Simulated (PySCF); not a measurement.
# Assignment exercise: C₅H₁₃PSi

Bonds: C1-C2, C2-P3, C2-Si4, Si4-C5, Si4-C6, Si4-C7. C1 carries H8, H9, H10; P3 carries H11; C5 carries H12, H13, H14; C6 carries H15, H16, H17; C7 carries H18, H19, H20.

How the numbers were obtained: GFN2-xTB geometry, σ from GIAO-PBE0/pcSseg-1, in PySCF 2.14 (gas phase, one conformer, non-relativistic, averaged over atoms made equivalent by symmetry, fast rotation or ring inversion).

Chemical shifts δ = σref − σ; TMS for ¹³C and ¹H, all at this level.

(1) Assign these signals to the numbered atoms. ¹³C{¹H} NMR (computed): δ 245.3 (C), 41.8 (CH3), 1.6 (CH3).

(2) Assign these signals to the numbered atoms. ¹H NMR (400 MHz, computed): δ 7.41 (m, 1H), 2.89 (m, 3H), 0.21 (s, 9H).

Answers

(1) 
| δ (ppm) | atoms | environment | reason |
| --- | --- | --- | --- |
| 245.3 | C2 | carbon bonded to C, P, Si | – |
| 41.8 | C1 | carbon bonded to C, 3 H | – |
| 1.6 | C5/C6/C7 | carbon bonded to Si, 3 H | – |

(2) 
| δ (ppm) | atoms | environment | reason |
| --- | --- | --- | --- |
| 7.41 | H11 | hydrogen on a phosphorus bonded to C | – |
| 2.89 | H8/H9/H10 | hydrogen on a carbon bonded to C | – |
| 0.21 | H12/H13/H14/H15/H16/H17/H18/H19/H20 | hydrogen on a carbon bonded to Si | – |

Splittings by ³¹P in the carbon and heteronuclear signals aren't shown, as no couplings were computed. Shifts are as computed. Against solution values, carbons near 30 ppm lie about +3 ppm off and those near 130 ppm about +5 ppm. Of 1211 compounds with measured shifts, 218 miss one by over three times the rms of a fit or turn the order of signals round; such compounds aren't used in these exercises. No couplings were computed; multiplicities are counted from neighbouring protons, with m where these are inequivalent, close in shift, in a saturated or five-membered ring or joined by F or P, and br s for small geminal =CH2 splittings.
